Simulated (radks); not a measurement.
All-electron atom: neutral calcium in [Ar] 4s1 3d1 (not the ground configuration). Method: scalar-relativistic Kohn-Sham, r2SCAN, spin-polarised, spherical densities, finite nucleus; open shells are filled with parallel spins first; meta-GGA in the generalised Kohn-Sham scheme; Fermi nuclear charge, rms radius 3.4776 fm; computed with a radial shooting solver on a logarithmic mesh with Libxc functionals.

Normalised radial functions P(r) = r R(r), r in bohr:

```
   r/bohr * 3s up (the largest magnitude, 1.02, reaches the edge; | marks zero)
 0.004998                             | *
 0.006561                             |  *
 0.008611                             |  *
  0.01139                             |   *
  0.01496                             |    *
  0.01963                             |     *
  0.02597                             |      *
  0.03409                             |       *
  0.04475                             |       *
  0.05921                             |     *
  0.07772                             |   *
    0.102                             *
    0.135                       *     |
   0.1772                  *          |
   0.2325               *             |
   0.3077                 *           |
   0.4039                        *    |
   0.5301                             |       *
   0.7014                             |                   *
   0.9206                             |                          *
    1.208                             |                        *
    1.586                             |                 *
    2.099                             |        *
    2.755                             |  *
    3.616                             |*
    4.784                             *
     6.28                             *
    8.243                             *
    10.91                             *
    14.32                             *
```

3s up: eigenvalue -46.699 eV, 2 radial nodes at r = 0.101, 0.451 bohr, <r> = 1.17 bohr, 90 % of the charge inside 1.75 bohr.
